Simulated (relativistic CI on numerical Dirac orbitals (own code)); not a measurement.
# How well does a small relativistic CI reproduce Ni⁺?

Computed by Dirac-Coulomb-Breit CI, separate exchange-only KLI orbitals for each configuration, model QED, valence Slater integrals scaled by 0.85, P86 correlation energy added to each configuration (own radial code, finite nucleus).

CI space (outside the closed core [Ar]): 3d9, 3d8 4s, 3d7 4s2, 3d8 4p, 3d8 4d, 3d8 5s, 3d7 4s 4p, 3d8 5p, 3d8 4f, 3d8 5d, 3d8 5f, 3d8 5g, 3d7 4s 5s, 3d7 4p2. Levels of other configurations are missing.

| Configuration | Term (tabulated) | J | Measured (cm⁻¹) | Computed | Error | Purity (%) |
| --- | --- | --- | --- | --- | --- | --- |
| 3d9 | 2D | 5/2 | 0.0 | 0 | 0 | 99 |
| 3d8 4s | 4F | 9/2 | 8393.9 | -777 | -9171 | 100 |
| 3d8 4s | 4F | 7/2 | 9330.0 | 139 | -9191 | 98 |
| 3d8 4s | 4F | 5/2 | 10115.7 | 896 | -9219 | 99 |
| 3d8 4s | 2F | 7/2 | 13550.4 | 4923 | -8627 | 98 |
| 3d8 4s | 2F | 5/2 | 14995.6 | 6335 | -8661 | 98 |
| 3d8 4s | 4P † | 5/2 | 23108.3 | 16829 | -6279 | 64 |
| 3d8 4s | 2D † | 3/2 | 23796.2 | 15346 | -8450 | 89 |
| 3d8 4s | 4P † | 3/2 | 24788.2 | 16853 | -7935 | 91 |
| 3d8 4s | 4P † | 1/2 | 24835.9 | 17027 | -7809 | 99 |
| 3d8 4s | 2D † | 5/2 | 25036.4 | 14908 | -10128 | 64 |
| 3d8 4s | 2P | 3/2 | 29070.9 | 21771 | -7300 | 97 |
| 3d8 4s | 2P | 1/2 | 29593.5 | 22316 | -7278 | 99 |
| 3d8 4s | 2G | 9/2 | 32499.5 | 23002 | -9497 | 99 |
| 3d8 4s | 2G | 7/2 | 32523.5 | 23029 | -9495 | 99 |
| 3d7 4s2 | 4F | 9/2 | 51045.5 | 36054 | -14992 | 96 |
| 3d8 4p | 4D° | 7/2 | 51557.8 | 40133 | -11425 | 96 |
| 3d7 4s2 | 4F | 7/2 | 52205.9 | 37188 | -15018 | 96 |
| 3d8 4p | 4D° | 5/2 | 52738.4 | 41245 | -11494 | 96 |
| 3d7 4s2 | 4F | 5/2 | 53037.9 | 38004 | -15034 | 96 |
| 3d8 4p | 4G° | 9/2 | 53365.2 | 42114 | -11251 | 60 |
| 3d8 4p | 4G° | 11/2 | 53496.5 | 42054 | -11443 | 100 |
| 3d7 4s2 | 4F | 3/2 | 53601.2 | 38557 | -15045 | 96 |
| 3d8 4p | 4D° | 3/2 | 53634.6 | 42089 | -11546 | 97 |
| 3d8 4p | 4D° | 1/2 | 54176.3 | 42601 | -11575 | 98 |
| 3d8 4p | 4G° | 7/2 | 54262.6 | 42898 | -11365 | 69 |
| 3d8 4p | 4F° | 9/2 | 54557.1 | 42998 | -11559 | 73 |
| 3d8 4p | 4G° | 5/2 | 55018.7 | 43608 | -11411 | 84 |
| 3d8 4p | 2G° | 9/2 | 55299.7 | 44034 | -11265 | 66 |
| 3d8 4p | 4F° | 7/2 | 55417.8 | 43834 | -11584 | 67 |
| 3d8 4p | 4F° | 5/2 | 56075.3 | 44426 | -11649 | 79 |
| 3d8 4p | 2G° | 7/2 | 56371.4 | 45210 | -11162 | 79 |
| 3d8 4p | 4F° | 3/2 | 56424.5 | 44755 | -11669 | 96 |
| 3d8 4p | 2F° | 7/2 | 57080.6 | 45895 | -11185 | 80 |
| 3d8 4p | 2D° | 5/2 | 57420.2 | 46418 | -11002 | 62 |
| 3d8 4p | 2F° | 5/2 | 58493.2 | 47388 | -11105 | 59 |
| 3d8 4p | 2D° | 3/2 | 58705.9 | 47776 | -10930 | 97 |
| 3d8 4p | 2F° | 5/2 | 67694.6 | 56870 | -10825 | 83 |
| 3d7 4s2 | 4P | 5/2 | 67880.2 | 54378 | -13502 | 95 |
| 3d8 4p | 2F° | 7/2 | 68131.2 | 57125 | -11006 | 90 |
| 3d8 4p | 2D° | 3/2 | 68154.3 | 57523 | -10631 | 79 |
| 3d7 4s2 | 4P | 3/2 | 68156.6 | 54659 | -13498 | 91 |
| 3d7 4s2 | 4P | 1/2 | 68709.8 | 55187 | -13522 | 94 |
| 3d8 4p | 2D° | 5/2 | 68736.0 | 58019 | -10717 | 64 |
| 3d8 4p | 2P° | 3/2 | 68965.6 | 57979 | -10986 | 70 |
| 3d7 4s2 | 2G | 9/2 | 70358.9 | 54317 | -16042 | 93 |
| 3d8 4p | 4D° | 5/2 | 70635.5 | 60216 | -10419 | 90 |
| 3d8 4p | 4D° | 3/2 | 70706.8 | 60301 | -10406 | 94 |
| 3d8 4p | 4D° † | 1/2 | 70748.7 | 60345 | -10403 | 97 |
| 3d8 4p | 4D° † | 7/2 | 70778.1 | 60187 | -10591 | 88 |
| 3d7 4s2 | 2G | 7/2 | 71457.7 | 55389 | -16069 | 96 |
| 3d8 4d | 4D | 7/2 | 98467.2 | 83759 | -14708 | 88 |
| 3d8 4d | 4P | 5/2 | 98561.2 | 83797 | -14764 | 64 |
| 3d8 4d | 4H | 13/2 | 98822.6 | 84016 | -14807 | 100 |
| 3d8 4d | 4D | 1/2 | 100010.2 | 85227 | -14783 | 62 |
| 3d8 4d | 4H | 9/2 | 100332.1 | 85443 | -14889 | 57 |
| 3d8 4d | 4P | 3/2 | 100490.9 | 85640 | -14851 | 67 |
| 3d8 4d | 4P | 1/2 | 100845.4 | 85994 | -14852 | 65 |
| 3d8 4d | 4H | 7/2 | 101144.6 | 86238 | -14907 | 69 |
| 3d8 4d | 2H | 9/2 | 101357.2 | 86422 | -14935 | 59 |

Measured levels from NIST Handbook of Basic Atomic Spectroscopic Data (Sansonetti and Martin, J. Phys. Chem. Ref. Data 34, 1559 (2005)); pairs were made by configuration, J and term (by order where the table uses no LS term), so strongly mixed levels may be paired wrongly.

Mean error by configuration (cm⁻¹): 3d8 4s -8715; 3d7 4s2 -14747; 3d8 4p -11184; 3d8 4d -14833. Over the excited levels the mean absolute error is 12005 cm⁻¹ (59 of the 59 excited levels that our extract of the source holds in range could be paired), and the median relative error of those above 1,000 cm⁻¹ is 21 %. Some levels of the ground configuration have no partner. † marks terms whose computed intervals miss the measured ones by more than a factor of 2.5, or configurations far off the rest, from wrong mixing, a near crossing or a doubtful label or measurement; they are left out of the means.

Transition probabilities of persistent lines. The last column rescales the computed rate by the cube of measured over computed energy:

| λ measured (Å) | Lower | Upper | A tabulated (s⁻¹) | A computed | A rescaled |
| --- | --- | --- | --- | --- | --- |
| 1741.55 vacuum | 3d9 2D_5/2 | 3d8 4p 2D°_5/2 | 9.39e+07 | 5.22e+07 | 9.89e+07 |
| 2165.55 air | 3d8 4s 4F_9/2 | 3d8 4p 4F°_9/2 | 2.36e+08 | 2.00e+08 | 2.34e+08 |
| 2174.67 air | 3d8 4s 4F_7/2 | 3d8 4p 2G°_9/2 | 1.56e+08 | 9.14e+07 | 1.05e+08 |
| 2206.72 air | 3d8 4s 4F_5/2 | 3d8 4p 4F°_7/2 | 1.52e+08 | 2.11e+08 | 2.48e+08 |
| 2216.48 air | 3d8 4s 4F_9/2 | 3d8 4p 4G°_11/2 | 3.57e+08 | 3.76e+08 | 4.39e+08 |
| 2270.21 air | 3d8 4s 4F_7/2 | 3d8 4p 4G°_9/2 | 1.61e+08 | 1.54e+08 | 1.78e+08 |
| 2316.04 air | 3d8 4s 4F_9/2 | 3d8 4p 4D°_7/2 | 2.90e+08 | 3.07e+08 | 3.60e+08 |
